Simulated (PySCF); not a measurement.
Run record: EPR job, `NCc1c[c]ccc1` [radical].

Computed with UKS B3LYP, pcH-1 on C H N, non-relativistic, mean-field spin-orbit, GIAO (PySCF 2.14.0). Geometry: GFN2-xTB. The input is one job of a driver script: a line of settings, then coordinates in Å.

Command:
```bash
OMP_NUM_THREADS=1 python probes_run.py task.json out
```

Input:
```
{"job": {"kind": "epr", "basis": "pcH-1"}, "charge": 0, "multiplicity": 2}
N     -2.493699    -0.318181     0.558177
C     -1.714079     0.336406    -0.482819
C     -0.224106     0.275990    -0.237061
C      0.400841     1.275635     0.516867
C      1.730950     1.139742     0.774900
C      2.507373     0.098761     0.356428
C      1.884533    -0.896455    -0.393850
C      0.534221    -0.800391    -0.678805
H     -2.219214    -1.291721     0.640696
H     -2.323067     0.125785     1.454705
H     -2.045941     1.376341    -0.537497
H     -1.954330    -0.154382    -1.430127
H     -0.170267     2.121706     0.871677
H      3.560027     0.035891     0.587042
H      2.460528    -1.740075    -0.748012
H      0.058630    -1.576108    -1.263730
```

Output:
```
UKS, coarse grid
  cycle   1  E = -326.18803462  |g| = 3.37e-01
  cycle   2  E = -326.17831506  |g| = 3.87e-01
  cycle   3  E = -326.24574676  |g| = 5.30e-02
  cycle   4  E = -326.24659358  |g| = 3.18e-02
  cycle   5  E = -326.24711391  |g| = 9.38e-03
  cycle   6  E = -326.24716199  |g| = 5.22e-03
  cycle   7  E = -326.24718252  |g| = 1.53e-03
  cycle   8  E = -326.24718764  |g| = 7.98e-04
UKS, final grid
  cycle   1  E = -326.24712639  |g| = 8.30e-04
  cycle   2  E = -326.24712651  |g| = 1.19e-03
  cycle   3  E = -326.24712728  |g| = 2.85e-04
  cycle   4  E = -326.24712743  |g| = 2.47e-04
  cycle   5  E = -326.24712760  |g| = 7.01e-05
  cycle   6  E = -326.24712761  |g| = 1.51e-05
E = -326.24712761 Eh   <S^2> = 0.7568 (exact 0.7500)
g shifts (ppm)      1          2          3
  rmc          -164       -164       -164
  gc             30         12        -30
  oz_so        -673        -29        958
  total        -807       -181        764
hyperfine (MHz)  atom isotope    a_iso     a_fc   dipolar eigenvalues
    0   14N       0.34       0.34     -0.30     -0.28      0.58
    1   13C       3.87       3.87     -1.39     -1.32      2.71
    2   13C      39.51      39.51     -6.93     -2.82      9.75
    3   13C      13.16      13.16    -13.97     -2.45     16.41
    4   13C     392.13     392.13    -78.90    -62.69    141.59
    5   13C      14.79      14.79    -13.75     -2.33     16.08
    6   13C      48.35      48.35     -6.29     -2.26      8.55
    7   13C      -7.33      -7.33     -6.15      2.22      3.93
    8    1H      -0.19      -0.19     -0.95     -0.55      1.50
    9    1H       0.02       0.02     -1.24     -0.52      1.76
   10    1H      -0.24      -0.24     -1.60     -0.82      2.42
   11    1H       5.49       5.49     -1.29     -0.66      1.95
   12    1H      55.87      55.87     -6.89     -5.64     12.53
   13    1H      55.73      55.73     -6.87     -5.68     12.55
   14    1H      14.98      14.98     -3.09     -2.23      5.32
   15    1H       6.33       6.33     -1.57      0.34      1.23
```

rmc, gc and oz_so are the mass-correction, gauge-correction and orbital-Zeeman/spin–orbit parts of the g shift along its three principal axes; a_iso is the isotropic hyperfine coupling and a_fc its Fermi-contact part. The program numbers atoms from 0.

Problem. Get g_iso from the total shifts.

Solution. Their mean is -74 ppm; added to g_e = 2.002319 it gives 2.00224.

Problem. How far is ⟨S²⟩ from the pure-spin value?

Solution. S = 0.5 gives S(S+1) = 0.75; the run has 0.7568, 0.0068 more.

Main results: ⟨S²⟩ 0.757; g_iso 2.0022.

One conformer (not necessarily the lowest) at the GFN2-xTB geometry, without solvent, vibrations or thermal averaging.

Problem. How long does this job take on an Arm Neoverse V2 with one thread, no GPU, shared host? And the peak memory of the process?

Solution. About 64 s (density and orbital grids were written too), with 0.97 GiB resident at the peak, the Python interpreter and its libraries included.
Labels such as C1 count atoms from 1, the log's own numbers from 0.
